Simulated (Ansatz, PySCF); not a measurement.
Stretching the Cd1–H2 bond in CdH4Si (SMILES [SiH3][CdH]) (multiplicity 1 held, fragments rigid). Energies count from the point at 1.699 Å.
Geometry at that point (charge 0, multiplicity 1):
```json
[
 {"atom": "Cd", "x (Å)": "-0.5664", "y (Å)": "-0.3105", "z (Å)": "-0.0798"},
 {"atom": "H", "x (Å)": "-2.0453", "y (Å)": "-1.1213", "z (Å)": "-0.2881"},
 {"atom": "Si", "x (Å)": "1.6349", "y (Å)": "0.8963", "z (Å)": "0.2303"},
 {"atom": "H", "x (Å)": "2.2491", "y (Å)": "0.5938", "z (Å)": "1.5500"},
 {"atom": "H", "x (Å)": "1.4709", "y (Å)": "2.3720", "z (Å)": "0.1537"},
 {"atom": "H", "x (Å)": "2.6257", "y (Å)": "0.5132", "z (Å)": "-0.8099"}
]
```

Unrestricted levels (U-) break spin symmetry where that is lower. Active spaces are followed from a long bond inwards. Levels need not reach the same state.

Frozen-core correlation. Rows in 3-21G, LANL2DZ carry no dispersion term and start afresh at each structure; the Pople sets are all-electron and without relativity. LANL2DZ brings its own core potentials from Na on.

Run with Ansatz (Gaussian basis) for Hartree–Fock, density functionals and correlated methods; PySCF for 3-21G rows, LANL2DZ rows. Values without a source in brackets are computed. In def2 rows elements past Kr take small-core potentials, without spin–orbit coupling.

Other levels give for the energy at R = 5.438 Å: U-PBE/def2-TZVPP 286.3; U-B3LYP/def2-TZVPP 292.8; U-wB97X-V/def2-TZVPP 311.6; FIC-MRCISD+Q on CASSCF(2,2)/def2-TZVPP 299.1 kJ/mol.

Q: What do these common cheap choices give for the same quantity: R-HF/3-21G, U-HF/LANL2DZ, R-B3LYP/LANL2DZ, U-B3LYP/LANL2DZ?

A: R-HF/3-21G 556.3; U-HF/LANL2DZ 212.4; R-B3LYP/LANL2DZ 405.9; U-B3LYP/LANL2DZ 270.1 kJ/mol. They span 212.4 to 556.3 kJ/mol.

Doubts at one or more of the structures used: a restricted determinant that unrestricted orbitals would lower (R-HF/3-21G); a spin-contaminated determinant (U-HF/LANL2DZ, U-B3LYP/LANL2DZ, U-PBE/def2-TZVPP, U-B3LYP/def2-TZVPP, U-wB97X-V/def2-TZVPP).

Ansatz is a quantum-chemistry and plane-wave program.
